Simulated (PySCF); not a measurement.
## Exercise with solution: refractive index and permittivity of the vapour

C3O3Ru, SMILES [O+]#[C-]->[Ru](<-[C-]#[O+])<-[C-]#[O+], multiplicity 1.

Geometry optimised at PBE0-D3(BJ)/def2-SVP. The multiplicity is an assumed one; other spin states were not compared. The def2 effective core potentials stand for the cores of Ru; spin–orbit coupling is left out.

M06-2X/def2-TZVP run with PySCF gives a mean static polarisability of 79.8 bohr³ and a dipole moment of 2.69 D. Take an ideal gas at 298.15 K and 1 bar, whether or not the substance is that volatile.

Question: Work out n − 1 in the optical limit and the static ε − 1.

Answer: 
Polarisability volume α' = 79.8 × 0.148185 = 11.83 Å³. Number density N = p/kT = 2.43e-5 Å⁻³.
Dilute limit of Lorentz–Lorenz: n − 1 = 2π N α' = 0.0018.
Orientation term of Debye: μ²/(3kT) = 8.098 Å³ × μ²(D²) = 58.60 Å³.
ε − 1 = 4π N (α' + μ²/3kT) = 0.021. Orientation of the dipole supplies 83 % of the static response; it can't follow optical fields. Vibrational polarisation and dispersion are left out.
